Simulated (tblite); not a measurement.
Isomers of C9H14O. Computed values, GFN2-xTB/tblite, gas phase, harmonic and unscaled. The method is semi-empirical: single wavenumbers can be off by several per cent or more. One conformer each.

Electronic energies: GFN2-xTB at the same geometries; isomer energies are rough at this level and their order can be wrong.

```tsv
SMILES	electronic energy, lowest = 0 (kJ/mol)
CC(=O)[C@@H]1C[C@H]2CC[C@@H]1C2	0.0
C[C@]1(C2CC2)CCCC1=O	75.8
C[C@@H]1C[C@H]2CC[C@@]2(C=O)C1	65.1
CC1=CC(=O)CC(C)(C)C1	47.0
C=C1C[C@@H](C=O)[C@H]1CCC	199.1
C=CC(=C)/C=C\OC(C)C	259.1
O=C[C@@H]1C[C@H]2CC[C@@H](C1)C2	13.8
```

Task: How do GFN2-xTB zero-point energies change the relative energies?

Result: 
```csv
SMILES,ZPE (kJ/mol),of it from modes above 1550 cm⁻¹,electronic (kJ/mol),"with ZPE, lowest = 0 (kJ/mol)",lowest mode (cm⁻¹),rings
CC(=O)[C@@H]1C[C@H]2CC[C@@H]1C2,554.3,262.2,0.0,0.0,47,2
O=C[C@@H]1C[C@H]2CC[C@@H](C1)C2,557.4,258.9,13.8,16.8,39,2
CC1=CC(=O)CC(C)(C)C1,543.9,272.7,47.0,36.7,68,1
C[C@@H]1C[C@H]2CC[C@@]2(C=O)C1,550.2,260.4,65.1,61.1,64,2
C[C@]1(C2CC2)CCCC1=O,548.5,264.8,75.8,70.0,79,2
C=C1C[C@@H](C=O)[C@H]1CCC,541.1,272.1,199.1,185.9,22,1
C=CC(=C)/C=C\OC(C)C,532.4,285.3,259.1,237.1,35,0
```

The zero-point energies span 25.0 kJ/mol, from `C=CC(=C)/C=C\OC(C)C` to `O=C[C@@H]1C[C@H]2CC[C@@H](C1)C2`. The order is unchanged.

Task: What do entropy and thermal enthalpy add at 298.15 K and 1 bar (rigid rotor, harmonic oscillator, one conformer each)?

Result: 
| SMILES | point group | symmetry number | S (J/(mol K)) | H − H(0) (kJ/mol) | ZPE + H − H(0) − TS (kJ/mol) |
| --- | --- | --- | --- | --- | --- |
| CC(=O)[C@@H]1C[C@H]2CC[C@@H]1C2 | C1 | 1 | 395.7 | 26.69 | 463.0 |
| CC1=CC(=O)CC(C)(C)C1 | C1 | 1 | 416.2 | 30.78 | 450.6 |
| C[C@@H]1C[C@H]2CC[C@@]2(C=O)C1 | C1 | 1 | 400.9 | 27.87 | 458.6 |
| C[C@]1(C2CC2)CCCC1=O | C1 | 1 | 402.5 | 28.62 | 457.1 |
| C=CC(=C)/C=C\OC(C)C | C1 | 1 | 461.6 | 34.50 | 429.2 |

Not tabulated: `O=C[C@@H]1C[C@H]2CC[C@@H](C1)C2` (point group not settled); `C=C1C[C@@H](C=O)[C@H]1CCC` (lowest mode only 22 cm⁻¹).
